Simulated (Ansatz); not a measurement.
`[OH][SnH]([F])[F]` + CH₃SH → `C[S][SnH]([F])[F]` + H₂O at 500 K and 1 bar (ligand exchange at the Sn–O bond).

Isolated molecules relaxed with PBE0-D4/def2-TZVP in Ansatz; ΔE leaves out vibrations. CCSD(T)/CBS adds triple-zeta CCSD(T) − MP2 to the extrapolated MP2 energy (def2 sets, frozen cores). This one scheme is used for every species. Elements past krypton have def2 core potentials. For Sn outer-core shells are correlated without core-valence functions, which leaves a few kJ/mol of doubt a bond. One conformer a species, not always the lowest.

```json
{"species": "`[OH][SnH]([F])[F]`", "CCSD(T)/CBS energy (Eh)": "-490.06891", "H − E (kJ/mol)": "101.1", "S (J/(mol·K))": "383.5"}
{"species": "CH₃SH", "CCSD(T)/CBS energy (Eh)": "-438.22835", "H − E (kJ/mol)": "145.1", "S (J/(mol·K))": "283.7"}
{"species": "`C[S][SnH]([F])[F]`", "CCSD(T)/CBS energy (Eh)": "-851.93361", "H − E (kJ/mol)": "180.6", "S (J/(mol·K))": "453.9"}
{"species": "H₂O", "CCSD(T)/CBS energy (Eh)": "-76.37941", "H − E (kJ/mol)": "73.2", "S (J/(mol·K))": "206.3"}
```

H − E and S are ideal-gas, rigid-rotor, harmonic terms from PBE0-D4/def2-TZVP, for one conformer and one mirror image of each species. 1 Eh = 2625.50 kJ/mol, R = 8.31446 J/(mol·K).

Q: By hand: ΔE, ΔH, ΔS and ΔG.

A: ΔE = (-851.93361) + (-76.37941) − (-490.06891) − (-438.22835) = -0.01576 Eh = -41.4 kJ/mol. Δ(H − E) = 180.6 + 73.2 − 101.1 − 145.1 = 7.6, so ΔH = -33.8 kJ/mol. ΔS = 453.9 + 206.3 − 383.5 − 283.7 = -7.0 J/(mol·K). ΔG = -33.8 − 500 × (-7.0)/1000 = -30.3 kJ/mol.

Q: By hand: the equilibrium constant, and the temperature at which ΔG would vanish if ΔH and ΔS stayed fixed.

A: log₁₀ K = −ΔG/(RT ln 10) = 3.2. ΔG = 0 at ΔH/ΔS = 4829 K, far beyond where these terms or the molecules hold.

The number of gas molecules stays the same, so ΔS is small and ΔH decides. A doubt of 5 kJ/mol in ΔE shifts log₁₀ K by 0.5 here. Other conformers and mirror images would add mixing entropy, several J/(mol·K) or more a flexible species. Modes under 60 cm⁻¹, often nearly free rotors, make the harmonic entropy too high. These are equilibria of isolated gas molecules and say nothing of rates. Largest T1 diagnostic: 0.015 (customary marks: 0.02 for closed shells, 0.045 for open ones).
